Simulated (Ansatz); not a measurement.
One change: `S[SiH](S)Cl` becomes `FC[SiH](S)Cl`.

Ansatz, PBE0-D4/def2-TZVP geometries, multiplicity 1. Each molecule was computed in one conformer, which needn't be the lowest.

```
                                        property  `S[SiH](S)Cl`
              HOMO energy (PBE0/def2-TZVPP) / eV          -7.92
size of the dipole moment (B3LYP/def2-TZVPP) / D           1.15
             HOMO–LUMO gap (PBE/def2-TZVPP) / eV           5.36
              LUMO energy (PBE0/def2-TZVPP) / eV          -0.38
             HOMO energy (B3LYP/def2-TZVPP) / eV          -7.65
               LUMO energy (PBE/def2-TZVPP) / eV          -1.31
```

Give the same properties after the change, and the shifts. (An estimate is asked.)

Computed: 
```json
{"property": "HOMO energy (PBE0/def2-TZVPP) / eV", "`FC[SiH](S)Cl`": "-8.01", "shift": "-0.09"}
{"property": "size of the dipole moment (B3LYP/def2-TZVPP) / D", "`FC[SiH](S)Cl`": "1.89", "shift": "0.74"}
{"property": "HOMO–LUMO gap (PBE/def2-TZVPP) / eV", "`FC[SiH](S)Cl`": "5.60", "shift": "0.24"}
{"property": "LUMO energy (PBE0/def2-TZVPP) / eV", "`FC[SiH](S)Cl`": "-0.22", "shift": "0.16"}
{"property": "HOMO energy (B3LYP/def2-TZVPP) / eV", "`FC[SiH](S)Cl`": "-7.75", "shift": "-0.10"}
{"property": "LUMO energy (PBE/def2-TZVPP) / eV", "`FC[SiH](S)Cl`": "-1.15", "shift": "0.16"}
```

With PBE0 the HOMO falls by 0.09 eV and the LUMO rises by 0.16 eV, so the gap widens by about 0.25 eV. PBE moves the HOMO by -0.08 eV and ωB97M-V by -0.12 eV. Dipoles are sizes alone; their direction can turn.

B3LYP here is the variant with VWN-RPA as its local correlation; programs differ in this.
